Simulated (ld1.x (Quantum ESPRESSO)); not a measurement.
# ruthenium: TM pseudisation with PBE, non-relativistic reference atom.

| Property | Result |
| --- | --- |
| Element | Ru (Z = 44) |
| Generator | ld1.x (Quantum ESPRESSO) 7.5 |
| Type | norm-conserving Troullier–Martins (Kleinman–Bylander form) |
| Functional | PBE |
| Relativity | non-relativistic |
| Frozen core | [Kr] |
| Valence charge | 8 |
| Reference configuration | 4d7.5 5s0.5 5p0 |
| Partial waves | 5p (bound, empty): rc 3.85 bohr; 4d (bound): rc 1.58 bohr; 5s (bound): rc 2.60 bohr |
| Local potential | the s channel |
| Core correction | Bessel-smoothed model core, default radius (core density twice the valence density) |

Poles of the logarithmic derivatives, all-electron (AE) and pseudo (PS). s: poles at 0.1, 3.1 (AE) and 0.1, 2.7 (PS) Ry. p: poles at 0.7, 3.7 (AE) and 0.7, 3.5 (PS) Ry. d: poles at -0.3, 1.7 (AE) and -0.3, 1.9 (PS) Ry. Test radius 4.20 bohr.

* Cutoffs needed: 55 Ry and 70 Ry (the cutoffs (Ry, on a coarse ladder) from which the occupation-weighted sum of valence levels, in a spherical-Bessel basis at the reference potential, stays within 10 and 1 mRy of its value at 400 Ry)
* Ghost test: no extra level below or beside the all-electron valence levels (p, d, s, f tested) (spherical-Bessel basis up to 400 Ry, 20 bohr box)
* Largest excitation error: -305 meV (all-electron minus pseudo) for 4d6 5s2 5p0, out of 7 test configurations
